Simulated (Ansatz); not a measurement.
System: CH8N3Si, net charge 0, doublet state. It need not be the lowest isomer of its formula. 
Geometry from a B3LYP-D3(BJ)/def2-TZVP (Ansatz, a quantum-chemistry and plane-wave program) optimisation:
SMILES: [CH2][Si](N)(N)N
```xyz
13

Si     0.0083    -0.0146    -0.0043
C      1.7198    -0.5763    -0.4047
N     -0.3969    -0.8184     1.4653
N     -0.8902    -0.2378    -1.4579
N     -0.2670     1.6435     0.3715
H      2.4306    -0.8822     0.3559
H      2.1332    -0.5320    -1.4069
H     -1.2755    -0.6303     1.9229
H     -0.0984    -1.7673     1.6249
H     -1.8547     0.0515    -1.5098
H     -0.7175    -1.0385    -2.0446
H      0.0492     2.0144     1.2534
H     -0.2231     2.3349    -0.3602
```
Charge 0, spin multiplicity 2.

Dipole moments at this geometry, in debye (magnitudes).

```json
[
 {"level": "SVWN5/def2-TZVPD", "program": "Ansatz", "dipole (D)": "0.71"},
 {"level": "revPBE/def2-TZVPD", "program": "Ansatz", "dipole (D)": "0.68"},
 {"level": "r2SCAN/def2-TZVPD", "program": "Ansatz", "dipole (D)": "0.68"},
 {"level": "B97M-V/def2-TZVPD", "program": "Ansatz", "dipole (D)": "0.65"},
 {"level": "PBE0/def2-TZVPD", "program": "Ansatz", "dipole (D)": "[?]"},
 {"level": "BHLYP/def2-TZVPD", "program": "Ansatz", "dipole (D)": "0.70"},
 {"level": "r2SCANh/def2-TZVPD", "program": "Ansatz", "dipole (D)": "0.68"},
 {"level": "r2SCAN0/def2-TZVPD", "program": "Ansatz", "dipole (D)": "0.68"},
 {"level": "HSE06/def2-TZVPD", "program": "Ansatz", "dipole (D)": "0.67"},
 {"level": "CAM-B3LYP/def2-TZVPD", "program": "Ansatz", "dipole (D)": "0.69"},
 {"level": "LC-wPBE/def2-TZVPD", "program": "Ansatz", "dipole (D)": "0.71"},
 {"level": "wB97M-V/def2-TZVPD", "program": "Ansatz", "dipole (D)": "0.69"},
 {"level": "wB97X-V/def2-TZVPD", "program": "Ansatz", "dipole (D)": "0.69"},
 {"level": "CCSD(T)/aug-cc-pV(D+d)Z", "program": "Ansatz", "dipole (D)": "[?]"}
]
```

Task: Fill in the missing entries.

Result: 
- PBE0/def2-TZVPD, dipole (D): 0.67
- CCSD(T)/aug-cc-pV(D+d)Z, dipole (D): 0.68
